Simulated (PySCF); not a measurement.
O$_{3}$W, charge -1, doublet (typed; the unrestricted solution is spin-contaminated), geometry from GFN2-xTB (such geometries of metal compounds can be far from the true shape) (the multiplicity is a formal guess) (core potentials on W), with bond 4-1 at 3.0 times its length; B3LYP/def2-SV(P) (PySCF).

Here is a job for PySCF.
```python
from pyscf import gto, scf, dft

mol = gto.M(
    atom='''
W     0.000000    0.000000    0.000000
O     1.540886   -0.322071   -0.687406
O    -0.498838   -0.831789    1.417700
O    -3.126143    3.461580   -2.190880
''',
    basis='def2-sv(p)',
    ecp={'W': 'def2-sv(p)'},
    charge=-1,
    spin=1,
    verbose=4,
)

mf = dft.UKS(mol)
mf.xc = 'b3lyp'
mf.kernel()
mo_i, mo_e, stable_i, stable_e = mf.stability(internal=True, external=False, return_status=True, nroots=6, tol=1e-6)
print('internally stable:', stable_i, ' externally stable:', stable_e)
if not stable_i:
    umf = mf.copy()
    umf.scf_summary = {}
    umf.kernel(umf.make_rdm1(mo_i, mf.mo_occ))
```

It wrote (shortened):

```
PySCF version 2.14.0

[INPUT] verbose = 4
[INPUT] num. atoms = 4
[INPUT] num. electrons = 39
[INPUT] charge = -1
[INPUT] spin (= nelec alpha-beta = 2S) = 1
[INPUT] symmetry False subgroup None
[INPUT] Mole.unit = angstrom
[INPUT] Symbol           X                Y                Z      unit          X                Y                Z       unit  Magmom
[...]
nuclear repulsion = 102.828443799015
number of shells = 29
number of NR pGTOs = 122
number of NR cGTOs = 67
basis = def2-sv(p)
ecp = {'W': 'def2-sv(p)'}

******** <class 'pyscf.dft.uks.UKS'> ********
method = UKS
initial guess = minao
damping factor = 0
level_shift factor = 0
DIIS = <class 'pyscf.scf.diis.CDIIS'>
diis_start_cycle = 1
diis_space = 8
diis_damp = 0
SCF conv_tol = 1e-09
SCF conv_tol_grad = None
SCF max_cycles = 50
direct_scf = True
direct_scf_tol = 1e-13
number electrons alpha = 20  beta = 19
XC library pyscf.dft.libxc version 7.1.2
    S. Lehtola, C. Steigemann, M. J. T. Oliveira, and M. A. L. Marques,  SoftwareX 7, 1–5 (2018)
XC functionals = b3lyp
    P. J. Stephens, F. J. Devlin, C. F. Chabalowski, and M. J. Frisch,  J. Phys. Chem. 98, 11623 (1994)
radial grids:
    Treutler-Ahlrichs [JCP 102, 346 (1995); DOI:10.1063/1.469408] (M4) radial grids

becke partition: Becke, JCP 88, 2547 (1988); DOI:10.1063/1.454033
pruning grids: <function nwchem_prune>
grids dens level: 3
symmetrized grids: False
atomic radii adjust function: <function treutler_atomic_radii_adjust>
small_rho_cutoff = 0
Set gradient conv threshold to 3.16228e-05
tot grids = 66560
init E= -279.991701874723

cycle= 1 E= -290.808332050454  delta_E= -10.8  |g|= 1.56  |ddm|= 5.09
cycle= 2 E= -268.126949169664  delta_E= 22.7  |g|=  3.5  |ddm|= 5.83
cycle= 3 E= -290.87175069889  delta_E= -22.7  |g|= 1.41  |ddm|= 5.72

cycle= 4 E= -287.7227472719  delta_E= 3.15  |g|= 1.54  |ddm|= 2.77
cycle= 5 E= -290.985720396513  delta_E= -3.26  |g|= 1.38  |ddm|= 2.71
cycle= 6 E= -290.894751481294  delta_E= 0.091  |g|= 1.49  |ddm|= 0.428
cycle= 7 E= -290.851607677557  delta_E= 0.0431  |g|= 1.52  |ddm|= 0.0992
cycle= 8 E= -290.864614877402  delta_E= -0.013  |g|= 1.52  |ddm|= 0.163
cycle= 9 E= -291.019710304191  delta_E= -0.155  |g|= 1.41  |ddm|= 0.431
cycle= 10 E= -291.111880665952  delta_E= -0.0922  |g|= 1.34  |ddm|= 0.677
cycle= 11 E= -283.46393155467  delta_E= 7.65  |g|= 1.79  |ddm|= 3.26
cycle= 12 E= -292.296510369237  delta_E= -8.83  |g|= 0.537  |ddm|= 2.87
cycle= 13 E= -287.481083947105  delta_E= 4.82  |g|= 1.44  |ddm|= 2.46
[...]
converged SCF energy = -292.507215604154  <S^2> = 1.5343478  2S+1 = 2.6715897
<class 'pyscf.dft.uks.UKS'> wavefunction has an internal instability
internally stable: False  externally stable: None
[...]
cycle= 23 E= -292.510214612637  delta_E= -6.29e-05  |g|= 0.00513  |ddm|= 0.0295
cycle= 24 E= -292.510234559905  delta_E= -1.99e-05  |g|= 0.00584  |ddm|= 0.0121
cycle= 25 E= -292.510299846902  delta_E= -6.53e-05  |g|= 0.00174  |ddm|= 0.0213
cycle= 26 E= -292.510397069717  delta_E= -9.72e-05  |g|= 0.00588  |ddm|= 0.0828
cycle= 27 E= -292.510436424492  delta_E= -3.94e-05  |g|= 0.00165  |ddm|= 0.015
cycle= 28 E= -292.510452000534  delta_E= -1.56e-05  |g|= 0.00252  |ddm|= 0.0231
cycle= 29 E= -292.510465273796  delta_E= -1.33e-05  |g|= 0.000652  |ddm|= 0.0156
cycle= 30 E= -292.510472928116  delta_E= -7.65e-06  |g|= 0.000688  |ddm|= 0.0133
cycle= 31 E= -292.510476148953  delta_E= -3.22e-06  |g|= 0.000587  |ddm|= 0.00517
cycle= 32 E= -292.510484717285  delta_E= -8.57e-06  |g|= 0.000662  |ddm|= 0.0158
cycle= 33 E= -292.510489763922  delta_E= -5.05e-06  |g|= 0.000554  |ddm|= 0.0104
cycle= 34 E= -292.51049463022  delta_E= -4.87e-06  |g|= 0.000954  |ddm|= 0.015
cycle= 35 E= -292.510498349412  delta_E= -3.72e-06  |g|= 0.000689  |ddm|= 0.0114
cycle= 36 E= -292.510500922335  delta_E= -2.57e-06  |g|= 0.000515  |ddm|= 0.00927
cycle= 37 E= -292.51050201131  delta_E= -1.09e-06  |g|= 0.000276  |ddm|= 0.00502
cycle= 38 E= -292.510502885783  delta_E= -8.74e-07  |g|= 0.000437  |ddm|= 0.00512
cycle= 39 E= -292.510504046628  delta_E= -1.16e-06  |g|= 0.00031  |ddm|= 0.00818
cycle= 40 E= -292.510504609442  delta_E= -5.63e-07  |g|= 0.000168  |ddm|= 0.00444
cycle= 41 E= -292.510504957204  delta_E= -3.48e-07  |g|= 0.000293  |ddm|= 0.00716
cycle= 42 E= -292.510505161227  delta_E= -2.04e-07  |g|= 8.69e-05  |ddm|= 0.00296
cycle= 43 E= -292.510505172357  delta_E= -1.11e-08  |g|= 0.000157  |ddm|= 0.00109
cycle= 44 E= -292.51050518982  delta_E= -1.75e-08  |g|= 9.91e-05  |ddm|= 0.000534
cycle= 45 E= -292.510505208869  delta_E= -1.9e-08  |g|= 3.07e-05  |ddm|= 0.00166
cycle= 46 E= -292.510505219649  delta_E= -1.08e-08  |g|= 3.06e-05  |ddm|= 0.000623
cycle= 47 E= -292.510505221494  delta_E= -1.84e-09  |g|= 1.54e-05  |ddm|= 0.000262
cycle= 48 E= -292.510505223355  delta_E= -1.86e-09  |g|= 2.2e-05  |ddm|= 0.000277
cycle= 49 E= -292.510505225436  delta_E= -2.08e-09  |g|= 1.09e-05  |ddm|= 0.000271
cycle= 50 E= -292.510505226184  delta_E= -7.48e-10  |g|= 1.26e-05  |ddm|= 0.000107
Extra cycle  E= -292.510505224457  delta_E= 1.73e-09  |g|= 5.45e-05  |ddm|= 0.000125
converged SCF energy = -292.510505224457  <S^2> = 1.6769347  2S+1 = 2.7762814
```
